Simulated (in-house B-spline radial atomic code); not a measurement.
Configurations of I V (I4+), with energies counted from [Kr] 4d10 5s2 5p1. Computed with a B-spline radial code for spherical atoms: Dirac-Hartree-Fock, average of configuration, Fermi nucleus of rms radius 4.75 fm. Energies include first-order Breit, QED and recoil terms.

Occupations are held fixed; configurations that lie above the ionisation limit could autoionise.

| configuration | E - E(ref) (eV) | highest orbital | its <r> (bohr) |
| --- | --- | --- | --- |
| [Kr] 4d10 5s1 5p1 5d1 | 29.06 | 5d5/2 | 2.721 |
| [Kr] 4d10 5s2 6f1 | 38.122 | 6f7/2 | 7.578 |
| [Kr] 4d10 5s2 6g1 | 40.038 | 6g7/2 | 8.718 |
| [Kr] 4d10 5s2 9p1 | 42.141 | 9p3/2 | 13.71 |
| [Kr] 4d10 5s2 7g1 | 42.555 | 7g7/2 | 12.59 |
| [Kr] 4d10 5s2 9g1 | 45.313 | 9g7/2 | 22.16 |
| [Kr] 4d9 5s2 5p1 7s1 | 87.291 | 7s1/2 | 5.965 |
| [Kr] 4d9 5s2 5p1 6f1 | 92.792 | 6f7/2 | 7.327 |
| [Kr] 4d9 5s2 5p1 7f1 | 96.208 | 7f7/2 | 10.85 |
| [Ar] 3d9 4s2 4p6 4d10 5s2 5p1 6s1 | 651.47 | 6s1/2 | 3.548 |
| [Ar] 3d9 4s2 4p6 4d10 5s2 5p1 8f1 | 674.76 | 8f7/2 | 14.82 |

Order these further configurations by energy, lowest first.
A. [Kr] 4d10 5s1 5p2
B. [Kr] 4d9 5s2 5p1 5g1
C. [Kr] 4d9 5s2 5p1 9g1
D. [Kr] 4d10 5s1 5p1 8d1
E. [Ar] 3d9 4s2 4p6 4d10 5s2 5p1 5f1

A (12.029 eV), D (52.818 eV), B (90.952 eV), C (100.41 eV), E (663.02 eV).

How far above the reference does [Ar] 3d9 4s2 4p6 4d10 5s2 5p1 9s1 lie?

672.9 eV; its least bound orbital is 9s1/2 with <r> = 12.48 bohr.

How far above the reference does [Kr] 4d10 4f1 5s2 lie?

23.098 eV; its least bound orbital is 4f5/2 with <r> = 2.12 bohr.

How far above the reference does [Ar] 3d9 4s2 4p6 4d10 5s2 5p1 8s1 lie?

669.58 eV; its least bound orbital is 8s1/2 with <r> = 8.908 bohr.

One of these lies 17.79 eV from the reference. Which?
A. [Kr] 4d9 5s2 5p1 8s1
B. [Kr] 4d10 5s2 9d1
C. [Kr] 4d10 5s2 5d1

C.
